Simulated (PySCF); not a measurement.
```xyz
4
charge -1 multiplicity 5, angstrom
Co    0.0000    0.0000   -0.1132
O     0.0000    0.0000    1.5772
O     1.6118    0.0000   -0.5844
O    -1.6118    0.0000   -0.5844
```

Level of theory: UB3LYP in PySCF with Co def2-SVPD, O def2-SVPD; no relativity; density-fitted integrals.

This geometry of CoO₃⁻ is a stationary point at this level.

Q: What is the point group?

A: C2v.

Q: Is it a minimum?

A: No: it has 1 imaginary mode, at 164i cm⁻¹ (b2).

Q: List the harmonic modes with their infrared intensities.

A: 
```
symmetry  ω (cm⁻¹)  IR (km/mol)     type
      b2      164i            –     bend
      b1       209         29.2     bend
      a1       226          8.4     bend
      b2       590          2.3  stretch
      a1       627          0.0  stretch
      a1       752          0.7  stretch
```

Q: What are the dipole moment and the gap between the highest occupied and lowest empty levels of either spin?

A: 0.28 D about the centre of mass and 2.60 eV.

Q: Give the atomic charges and bond orders.

A: 
| atom | Mulliken | Löwdin | polar tensor | spin (Mulliken) | Mayer order to Co1 |
| --- | --- | --- | --- | --- | --- |
| Co1 | 1.25 | 1.02 | -0.19 | 1.70 | – |
| O2 | -0.62 | -0.57 | -0.11 | 0.88 | 1.06 |
| O3,4 | -0.82 | -0.73 | -0.35 | 0.71 | 1.15 |

In C2v the vibrations span 2b2 + b1 + 3a1. Here b1 is antisymmetric to the molecular plane and b2 lies in it.

Other isomers or separated fragments may lie lower. Other spin states or occupations of the open shell can lie lower. The lowest empty level of this anion is unbound, so it and the gap depend on the basis. At this level a triplet minimum of D3h symmetry lies 76 kJ/mol below this structure.
